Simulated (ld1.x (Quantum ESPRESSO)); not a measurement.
What one change does to a pseudopotential (iodine, TM)

iodine (I), norm-conserving Troullier–Martins (Kleinman–Bylander form), made with ld1.x (Quantum ESPRESSO) 7.5 (PBE, scalar-relativistic). Core [Kr], reference 4d10 5s2 5p4.5 (charge +0.5). Waves: 5s (bound): rc 1.80 bohr; 5p (bound): rc 2.00 bohr; 4d (bound): rc 1.25 bohr. Local part: the d channel. Core correction: Bessel-smoothed model core inside 1.05 bohr.

All-electron outer shells of the reference configuration (PBE, scalar-relativistic, ld1.x):

```json
{"shell": "4s", "level (eV)": "-185.20", "outermost node (bohr)": "0.37", "outermost maximum (bohr)": "0.68"}
{"shell": "4p", "level (eV)": "-132.17", "outermost node (bohr)": "0.37", "outermost maximum (bohr)": "0.72"}
{"shell": "4d", "level (eV)": "-54.87", "outermost node (bohr)": "0.35", "outermost maximum (bohr)": "0.78"}
{"shell": "5s", "level (eV)": "-21.70", "outermost node (bohr)": "0.88", "outermost maximum (bohr)": "1.70"}
{"shell": "5p", "level (eV)": "-11.09", "outermost node (bohr)": "0.96", "outermost maximum (bohr)": "2.00"}
```

Change: type PAW; waves now 5s (bound): rcut 1.55, rcutus 1.80 bohr; 5s channel at 0.05 Ry: rcut 1.55, rcutus 1.80 bohr; 5p (bound): rcut 1.75, rcutus 2.00 bohr; 5p channel at 2.4 Ry: rcut 1.75, rcutus 2.00 bohr; 4d (bound): rcut 1.10, rcutus 1.25 bohr; 4d channel at -3.35 Ry: rcut 1.10, rcutus 1.25 bohr; local potential all-electron potential smoothed inside 1.05 bohr (lloc = -1); augmentation BESSEL, radius 0.80 bohr.

Cutoffs: the cutoffs (Ry, on a coarse ladder) from which the occupation-weighted sum of valence levels, in a spherical-Bessel basis at the reference potential, stays within 10 and 1 mRy of its value at 400 Ry; they do not see the model core or the augmentation charge, which bear on the density cutoff. Errors are all-electron minus pseudo energies relative to the spin-unpolarised reference configuration.

Task: Predict the effect on cutoff, ghosts and configuration errors.

Result: The potential gets softer (120 Ry and 200 Ry → 100 Ry and 160 Ry); both files keep a bound ghost (p, s); of the 7 tests that both files solve, the error grows in 3 and shrinks in 2 by more than 15 % and 0.3 meV (median size 2.4 → 8.2 meV); the range in which the s phases agree widens (upper end 2.2 → 4.9). Several settings change at once here, so the effects cannot be laid on one of them.

| quantity | base | changed |
| --- | --- | --- |
| cutoff, loose | 120 Ry | 100 Ry |
| cutoff, tight | 200 Ry | 160 Ry |
| loose cutoff by channel (10 mRy a level) | s 25 Ry, p 10 Ry, d 100 Ry | s 6 Ry, p 6 Ry, d 60 Ry |
| bound ghosts | s, p | s, p |
| error for 4d10 5s2 5p5, meV [ΔE -4.53 eV] | +1.6 | +1.6 |
| error for 4d10 5s2 5p4, meV [ΔE 6.60 eV] | -1.4 | -2.2 |
| error for 4d10 5s2 5p3, meV [ΔE 26.45 eV] | -1.8 | -8.2 |
| error for 4d10 5s2 5p1, meV [ΔE 95.20 eV] | +18 | -25 |
| error for 4d10 5s2 5p5.3, meV [ΔE -6.31 eV] | +2.4 | +2.2 |
| error for 4d9 5s2 5p6, meV [ΔE 41.33 eV] | -478 | -164 |
| error for 4d9 5s2 5p5, meV [ΔE 53.71 eV] | -416 | -175 |
| s: phases at 2.19 bohr within 0.05 rad from the reference energy up to (Ry; the scan ends near 5) | 2.2 | 4.9 |
| p: phases at 2.19 bohr within 0.05 rad from the reference energy up to (Ry; the scan ends near 5) | 4.6 | to the end of the scan |
| d: phases at 2.19 bohr within 0.05 rad from the reference energy up to (Ry; the scan ends near 5) | to the end of the scan | to the end of the scan |

 A true bound ghost makes a file unfit for plane-wave use even where its test errors are small: the radial tests pick states by their node count and pass the ghost by.
